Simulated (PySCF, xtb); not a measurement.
ClH₉O₃Si₄, SMILES O([Si](O[SiH3])(Cl)O[SiH3])[SiH3].

xtb with GFN2-xTB at its own geometry gives an orbital gap of 6.08 eV and a dipole moment of 2.93 D.

Geometry optimised at PBE0-D3(BJ)/def2-SVP. Other conformers were not sampled.

### Question
What does M06-2X/def2-SVP run with PySCF give? (An estimate is asked for; the answer gives what the named calculation found.)

### Answer
gap 11.21 eV (levels -10.26 and 0.95 eV), dipole 0.83 D.
